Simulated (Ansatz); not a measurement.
One change: `N[SiH2]C[Si](N)(F)F` becomes `N[Si](F)(F)Cl`.

Ansatz, PBE0-D4/def2-TZVP geometries, multiplicity 1. Each molecule was computed in one conformer, which needn't be the lowest.

```
                                        property  `N[SiH2]C[Si](N)(F)F`
              HOMO energy (PBE0/def2-TZVPP) / eV                  -7.72
  size of the dipole moment (PBE/def2-TZVPP) / D                   2.32
             HOMO energy (B3LYP/def2-TZVPP) / eV                  -7.48
size of the dipole moment (B3LYP/def2-TZVPP) / D                   2.40
            HOMO–LUMO gap (PBE0/def2-TZVPP) / eV                   8.10
           HOMO–LUMO gap (B3LYP/def2-TZVPP) / eV                   7.58
```

**Question.** What does the change do to each property? (Estimate.)

**Answer.** Computed: 
```json
{"property": "HOMO energy (PBE0/def2-TZVPP) / eV", "`N[Si](F)(F)Cl`": "-8.50", "shift": "-0.78"}
{"property": "size of the dipole moment (PBE/def2-TZVPP) / D", "`N[Si](F)(F)Cl`": "2.70", "shift": "0.38"}
{"property": "HOMO energy (B3LYP/def2-TZVPP) / eV", "`N[Si](F)(F)Cl`": "-8.23", "shift": "-0.75"}
{"property": "size of the dipole moment (B3LYP/def2-TZVPP) / D", "`N[Si](F)(F)Cl`": "2.75", "shift": "0.35"}
{"property": "HOMO–LUMO gap (PBE0/def2-TZVPP) / eV", "`N[Si](F)(F)Cl`": "8.96", "shift": "0.86"}
{"property": "HOMO–LUMO gap (B3LYP/def2-TZVPP) / eV", "`N[Si](F)(F)Cl`": "8.32", "shift": "0.74"}
```

With PBE0 the HOMO falls by 0.78 eV and the LUMO rises by 0.08 eV, so the gap widens by about 0.86 eV. PBE moves the HOMO by -0.68 eV and ωB97M-V by -0.79 eV. Dipoles are sizes alone; their direction can turn.

B3LYP here is the variant with VWN-RPA as its local correlation; programs differ in this.
